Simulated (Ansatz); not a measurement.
Ansatz (a program for electronic structure) input (B3LYP/LANL2DZ): The .json file is the Basis Set Exchange's LANL2DZ.

Ansatz 0.2 input:
```yaml
crystal:
  periodic: [false, false, false]
  atoms:
    - {symbol: Sn, position_ang: [-0.18070202, -0.06619543, 0.31402801]}
    - {symbol: F, position_ang: [1.82466234, 0.14524483, 0.28065493]}
    - {symbol: F, position_ang: [-0.25944832, -1.35532571, -1.23492295]}
    - {symbol: F, position_ang: [-0.56131392, 1.57783327, -0.79033206]}
basis:
  gaussian:
    orbitals: LANL2DZ.json
hamiltonian:
  xc: {name: B3LYP}
total_charge: -1
relax: {f_tol: 0.003, max_steps: 120}
```

**Question.** Predict the final energy.

**Answer.** -303.17186 Eh.
